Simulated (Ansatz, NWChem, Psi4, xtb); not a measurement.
**Loss of HBr: GeH2Br2 → GeHBr + HBr**

Species: GeH2Br2 `[Br][GeH2][Br]`, singlet; GeHBr `[GeH][Br]`, singlet; HBr (hydrogen bromide), singlet. This is a balance of energies; it says nothing on the path, which may need atoms to shift.

Shapes, held fixed at every level: PBE0-D4/def2-TZVP. Programs: Ansatz 0.2.0, NWChem 7.3.0, Psi4 1.11, xtb 6.7.1. A level may come from different programs for different species; with the same settings they agree closely. Electronic energies: no zero-point or thermal term.

```
                             level            kind  ΔE (kJ/mol)
                          GFN2-xTB  semi-empirical       +107.5
                         HF/STO-3G    Hartree–Fock       +371.2
                          HF/3-21G    Hartree–Fock       +190.9
                       HF/def2-SVP    Hartree–Fock       +181.0
B3LYP/6-31G* (spherical functions)   global hybrid       +162.0
                     PBE0/def2-SVP   global hybrid       +189.7
```

PBE0/def2-SVP gives ΔE = +189.7 kJ/mol; the levels span +107.5 to +371.2. GFN2-xTB strays far from the other rows. The median of the levels is +185.4. No measured value is set beside it here. Relativity is left out for Br, Ge. Rows in sets without polarisation functions are far from converged.
